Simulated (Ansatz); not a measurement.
`[F][In]([F])[Br]` + `COC(=N)Cl` → `C[O][In]([F])[F]` + `N=C(Cl)Br` at 700 K and 1 bar (formal exchange of groups at the In–Br bond).

Calculated with Ansatz (gas phase, PBE0-D4/def2-TZVP geometries, no zero-point term in ΔE). CBS: MP2 limit from def2 TZ/QZ plus the TZ coupled-cluster correction, frozen cores. Elements past krypton have def2 core potentials. For Br, In outer-core shells are correlated without core-valence functions, which leaves a few kJ/mol of doubt a bond. Scalar relativity is left out up to krypton. One conformer a species, not always the lowest.

```
           species  CCSD(T)/CBS energy (Eh)  H − E (kJ/mol)  S (J/(mol·K))
`[F][In]([F])[Br]`              -2962.82519            60.0          406.4
       `COC(=N)Cl`               -668.13302           233.4          406.2
`C[O][In]([F])[F]`               -504.48097           187.4          480.8
       `N=C(Cl)Br`              -3126.42304           102.9          366.6
```

H − E and S are ideal-gas, rigid-rotor, harmonic terms from PBE0-D4/def2-TZVP, for one conformer and one mirror image of each species. 1 Eh = 2625.50 kJ/mol, R = 8.31446 J/(mol·K).

**Question.** By hand: ΔE, ΔH, ΔS and ΔG.

**Answer.** ΔE = (-504.48097) + (-3126.42304) − (-2962.82519) − (-668.13302) = 0.05420 Eh = 142.3 kJ/mol. Δ(H − E) = 187.4 + 102.9 − 60.0 − 233.4 = -3.1, so ΔH = 139.2 kJ/mol. ΔS = 480.8 + 366.6 − 406.4 − 406.2 = 34.8 J/(mol·K). ΔG = 139.2 − 700 × (34.8)/1000 = 114.8 kJ/mol.

**Question.** By hand: the equilibrium constant, and the temperature at which ΔG would vanish if ΔH and ΔS stayed fixed.

**Answer.** log₁₀ K = −ΔG/(RT ln 10) = -8.6. ΔG = 0 at ΔH/ΔS = 4000 K, far beyond where these terms or the molecules hold.

ΔH outweighs TΔS. A doubt of 5 kJ/mol in ΔE shifts log₁₀ K by 0.4 here. Other conformers and mirror images would add mixing entropy, several J/(mol·K) or more a flexible species. Modes under 60 cm⁻¹, often nearly free rotors, make the harmonic entropy too high. These are equilibria of isolated gas molecules and say nothing of rates. Largest T1 diagnostic: 0.017 (customary marks: 0.02 for closed shells, 0.045 for open ones).
